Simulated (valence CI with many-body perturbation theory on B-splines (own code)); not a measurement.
Results of a calculation; reference values are marked as such.
## Energy levels of Mo10+

Method: valence CI with perturbative core correlation (CI+MBPT): four valence electrons over a frozen Dirac-Fock core [Ar] 3d10, radial functions for each j: 11 s, 11 p, 9 d, 7 f, 5 g, 2 h, 1 i, with the one-electron correlation potential Σ1 (screened to all orders), the two-electron term Σ2, the three-electron term Σ3, Breit, model QED; selected single and double excitations, second order for the rest, scaled by the run's own slope (own B-spline code, finite nucleus).

No measured spectrum was set against this ion. As an estimate, levels hold to about 250 cm⁻¹ or 0.2 % of their energy and the worst to 1 %, as in measured heavy ions of charge 2 to 7; those with d or f electrons hold less well.

Levels 46 to 74 of 74, with energies above the lowest level, 4s2 4p2 3P_0. "Leading %" is the weight of the configuration and term that name the level; weights of strongly mixed levels are sums over their largest components and can fall short. In the jj column 3d3/2^4 stands for four electrons in 3d with j = 3/2.

```csv
No.,Configuration,Term,J,E (cm⁻¹),Leading %,g,Leading jj
46,4s 4p2 4d,3F,4,622000,72,1.285,4s 4p3/2^2 4d5/2 (72 %)
47,4s 4p2 4d,3P,2,622290,72,1.503,4s 4p1/2 4p3/2 4d5/2 (64 %)
48,4s 4p2 4d,5P,2,625170,84,1.770,4s 4p1/2 4p3/2 4d3/2 (44 %)
49,4s 4p2 4d,5P,1,627250,91,2.430,4s 4p1/2 4p3/2 4d3/2 (50 %)
50,4s 4p2 4d,3P,1,635370,67,1.421,4s 4p1/2 4p3/2 4d5/2 (29 %)
51,4s 4p2 4d,3G,3,640480,83,0.776,4s 4p1/2 4p3/2 4d3/2 (71 %)
52,4s 4p2 4d,3G,4,645290,86,1.065,4s 4p1/2 4p3/2 4d5/2 (42 %)
53,4s 4p2 4d,3P,0,645540,78,,4s 4p3/2^2 4d5/2 (47 %)
54,4s 4p2 4d,3G,5,650990,89,1.209,4s 4p3/2^2 4d5/2 (52 %)
55,4s 4p2 4d,3D,2,655420,55,1.061,4s 4p1/2^2 4d3/2 (29 %)
56,4s 4p2 4d,3D,3,658700,54,1.193,4s 4p1/2 4p3/2 4d5/2 (59 %)
57,4s 4p2 4d,3D,1,658990,82,0.637,4s 4p1/2 4p3/2 4d5/2 (32 %)
58,4s 4p2 4d,1G,4,663690,74,1.036,4s 4p1/2 4p3/2 4d5/2 (55 %)
59,4s 4p2 4d,3D,3,665040,39,1.147,4s 4p1/2 4p3/2 4d5/2 (39 %)
60,4s 4p2 4d,3F,2,670880,45,0.939,4s 4p3/2^2 4d3/2 (33 %)
61,4s 4p2 4d,3D,1,675690,96,0.510,4s 4p1/2 4p3/2 4d3/2 (48 %)
62,4s 4p2 4d,3F,3,678000,56,1.187,4s 4p1/2 4p3/2 4d5/2 (48 %)
63,4s 4p2 4d,1P,1,678240,55,0.864,4s 4p1/2 4p3/2 4d3/2 (54 %)
64,4s 4p2 4d,3D,2,680110,69,1.060,4s 4p1/2 4p3/2 4d5/2 (40 %)
65,4s 4p2 4d,3P,0,683410,87,,4s 4p1/2 4p3/2 4d5/2 (45 %)
66,4s 4p2 4d,3P,1,686610,68,1.508,4s 4p1/2 4p3/2 4d5/2 (67 %)
67,4s 4p2 4d,3F,3,687630,45,1.161,4s 4p3/2^2 4d3/2 (21 %)
68,4s 4p2 4d,3F,2,688490,51,0.788,4s 4p1/2 4p3/2 4d3/2 (45 %)
69,4s 4p2 4d,3F,4,690900,81,1.227,4s 4p3/2^2 4d3/2 (51 %)
70,4s 4p2 4d,3P,2,691920,48,1.320,4s 4p1/2 4p3/2 4d5/2 (33 %)
71,4s 4p2 4d,3D,3,692640,52,1.217,4s 4p3/2^2 4d5/2 (47 %)
72,4s 4p2 4d,3S,1,695220,40,1.363,4s 4p3/2^2 4d3/2 (38 %)
73,4s 4p2 4d,3D,2,696740,54,1.255,4s 4p3/2^2 4d5/2 (23 %)
74,4s 4p2 4d,3S,1,701140,37,1.269,4s 4p3/2^2 4d5/2 (51 %)
```

Names give the largest LS component (configuration and term), which can be under half, so a name can repeat, a term be missing and a line seem to break the LS rules; names also repeat where a configuration has a term twice.

Where two levels of one J and parity lie close, their mixing, g and order are uncertain.
